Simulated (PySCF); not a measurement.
## Tl⁺: excitation energy

Tl⁺ [Xe] 4f14 5d10 6s2 (1S) → Tl⁺ [Xe] 4f14 5d10 6s1 7s1 (3S), as a difference of total energies. Computed with PySCF 2.14 in aug-cc-pwCVDZ-PP with ECP60MDF, with scalar relativity through the core potential. Correlated levels: valence: 5s2 5p6 5d10 frozen. The calculations carry no spin-orbit coupling.

```csv
method,excitation energy (cm⁻¹),error (cm⁻¹)
UHF,91612,-13617
MP2 (valence),95298,-9932
SCS-MP2 (valence),96512,-8717
CCSD (valence),96602,-8628
```

Reference: 105230 cm⁻¹ (measured; NIST levels).

Errors of the correlated levels include the incompleteness of this basis and the frozen core.

Every method misses the reference by a wide margin, which points to the basis or the choice of state and not to the methods.

With two correlated electrons CCSD is exact in that space.
